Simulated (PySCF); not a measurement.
Vertical excitations of a molecule C5H6Se from TDA-LC-ωPBE/def2-SVPD (PySCF), as energy in eV (oscillator strength): 3.75 (0.000), 5.02 (0.434), 5.70 (0.014), 6.38 (0.063), 6.58 (0.000), 6.77 (0.160), 6.88 (0.002), 7.01 (0.104), 7.15 (0.000), 7.46 (0.421). Lowest triplet (TDA): 2.74 eV. The structure is a stationary point at B3LYP-D3(BJ)/def2-SVP. Other conformers were not sampled.

Which structure fits?
A. C#CC1([SeH])CC1
B. C=C=C1C[Se]C1
C. C=C1CC(=C)[Se]1
D. C=CC1=C[Se]C1

D, C=CC1=C[Se]C1
